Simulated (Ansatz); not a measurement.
Computed with Ansatz on PBE0-D4/def2-TZVP structures; ΔE is electronic, products minus reactants. CCSD(T)/CBS adds triple-zeta CCSD(T) − MP2 to the extrapolated MP2 energy (def2 sets, frozen cores). This one scheme is used for every species. Functionals use def2-TZVPP. B3LYP here is the variant with VWN-RPA as its local correlation; programs differ in this. HSE06 is defined as in plane-wave codes. def2 core potentials past Kr. For Br, Sn outer-core shells are correlated without core-valence functions, which leaves a few kJ/mol of doubt a bond. Scalar relativity is left out up to krypton. One conformer a species, not always the lowest.

`C[S][Sn][Br]` + HBr → `[Br][Sn][Br]` + CH₃SH  (ligand exchange at the Sn–S bond)

`C[S][Sn][Br]`:

Z-matrix (Å, degrees):
```
C
S 1 1.811
H 1 1.089 2 111.3
H 1 1.090 2 108.4 3 -120.7
H 1 1.090 2 108.3 3 120.7
Sn 2 2.410 1 111.1 3 1.4
Br 6 2.541 2 100.4 1 -0.1
```

HBr:

Z-matrix (Å, degrees):
```
Br
H 1 1.420
```

`[Br][Sn][Br]`:

Cartesian coordinates in Å:
```
Br -0.302 -1.732 0.943
Sn 0.690 0.561 0.625
Br -0.388 1.170 -1.568
```

CH₃SH:

Cartesian coordinates in Å:
```
C 0.052 0.049 -0.486
S 0.633 -0.103 1.218
H -0.504 -0.833 -0.799
H 0.945 0.134 -1.105
H -0.552 0.945 -0.624
H -0.574 -0.192 1.797
```

CCSD(T)/CBS gives -0.45 eV.

Another level gave -0.41 eV. Which?
A. ωB97M-V/def2-TZVPP
B. HSE06-D4/def2-TZVPP
C. RPA@PBE/def2-TZVPP
D. B3LYP/def2-TZVPP

C. RPA@PBE/def2-TZVPP -0.41, ωB97M-V -0.49, B3LYP -0.54, HSE06-D4 -0.45 eV.

Largest T1 diagnostic among the species: 0.014.

The D4 term adds +0.08 eV with B3LYP and +0.04 eV with PBE0; it sums over pairs of atoms, weighted by their polarisabilities, and B3LYP, whose exchange is more repulsive, gets the larger term. From PBE to PBE0 (25 % exact exchange), in def2-TZVPP and without D4, ΔE moves by −0.05 eV. Leaving LDA and LC-ωPBE aside and taking each functional with its dispersion term where it has one, the values, not all of them listed here, spread over 0.14 eV, from BHLYP-D4 to revPBE-D4. LDA lies +0.12 eV from PBE without D4.

CCSD(T)/CBS has its own doubt, a few kJ/mol and more with outer-core shells, so smaller differences from it don't rank the levels.
